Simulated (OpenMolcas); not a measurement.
## Cr2+ in CaO: curves along the breathing mode

Cr2+ with its 6 nearest oxide ions, on the Ca site of CaO (a = 4.8105 Å, distance in the model lattice 2.405 Å). The rest of the host is ab initio model potentials to 7.6 Å, with orthogonalisation functions on the cations behind the ligands, and point charges beyond; the distance is set by hand and nothing relaxes. Ligand basis ANO-RCC-VDZP.

- Program: OpenMolcas 26.06
- Method: SS-CASPT2, IPEA 0.25 Eh, imaginary shift 0.1 Eh (closed shells correlated: 3s 3p and the ligand valence shells)
- Basis: ANO-RCC-VDZP [5s4p2d1f]
- Scalar Hamiltonian: DKH2, point nucleus
- Active space: 4 electrons in 5 orbitals (3d)
- State averaging: 2S+1 = 5 even, 5 roots; 2S+1 = 3 even, 45 roots; 2S+1 = 1 even, 50 roots
- Spin-orbit coupling: RASSI with atomic mean-field integrals over the reference wave functions

Spin-free energies (labels of O, the rotations of Oh) in cm-1 above the lowest fitted minimum, as all ligands move together:

```
R (Å)    5E    3T1    5T2  3T1(2)    1T2     3E    3T2
 2.11  8480  14980  21820   24470  22620  24960  25250
2.159  3660  11040  16050   19730  18620  20170  20460
2.209   860   9030  12260   16960  16550  17390  17720
2.259    20   8910  10870   16120  16360  16540  16920
2.309   990  10390  11060   17090  17860  17490  17900
2.358  3610  13450  13330   19710  20860  20070  20530
2.408  7930  18140  17230   24010  25480  24350  24860
```

Cubic fits give the following; the wavenumber is harmonic, with the mass of all moving ligands, small differences in it between states hang on the degree of the fit, a number in brackets counts states of one label, and the table is a selection of at most 14 states with clean curves.

```
 State  R0 (Å)  Breathing mode (cm-1)  Minimum (cm-1)
    5E   2.257                    510               0
   3T1   2.239                    499            8720
   5T2   2.274                    522           10670
3T1(2)   2.257                    508           16110
   1T2   2.240                    500           16210
    3E   2.257                    508           16520
   3T2   2.256                    509           16890
    1E   2.242                    499           17680
   3A2   2.258                    510           18350
   3A1   2.256                    509           18770
   1A1   2.247                    502           19930
 3E(2)   2.257                    507           21930
1T2(2)   2.257                    507           24010
   1A2   2.257                    507           24530
```

The minimum of 5T2 is shifted by +0.0171 Å against 5E (from the unrounded fits). With M = 96.0 u for the moving shell, the Huang-Rhys factor in this mode is S = M ω ΔR² / 2ħ = 0.01483 × 96.0 × 510 × 0.0171² = 0.21. Only the first shell moves, against a rigid host.

Roots that are degenerate in the reference are averaged as groups; the widest CASPT2 spread within a group is 310 cm-1 (the 3-fold group of multiplicity 1 near 54900 cm-1 above the lowest state of its run, R = 2.159). Shifts and gaps below about the spread of the groups concerned are not significant. Over all roots computed the reference weight is 0.70 to 0.71 in R = 2.11, 0.70 to 0.71 in R = 2.159, 0.70 to 0.71 in R = 2.209, 0.70 to 0.71 in R = 2.259, 0.70 to 0.71 in R = 2.309, 0.70 to 0.71 in R = 2.358, 0.69 to 0.71 in R = 2.408; a low but even weight reflects the number of correlated electrons. An orbital doublet at a regular site is open to a Jahn-Teller distortion, which this geometry leaves out. Ligand-to-metal charge-transfer states are missing. These CASPT2 states fit no ligand-field parameters well, so their order and spin gaps are uncertain. With no ligand orbital active B as a rule stays too high, so bands that hang on it stand too high and its fall with covalency is understated. With one d shell and no ligand orbital active, 10Dq can be off by tens of per cent for divalent 3d ions, low with halides held by bare charges and at times high in hosts. This shell can be high or low spin here, a state of another spin lies low, and with metal d orbitals alone active their balance is uncertain, so the ground spin may be wrong (holds for R = 2.11; R = 2.159; R = 2.209; R = 2.259). Free-ion shares, where given, are those of the reference states; single-state CASPT2 does not remix them (holds for R = 2.159; R = 2.209; R = 2.259; R = 2.309; R = 2.358; R = 2.408). No measured value stands beside these numbers.
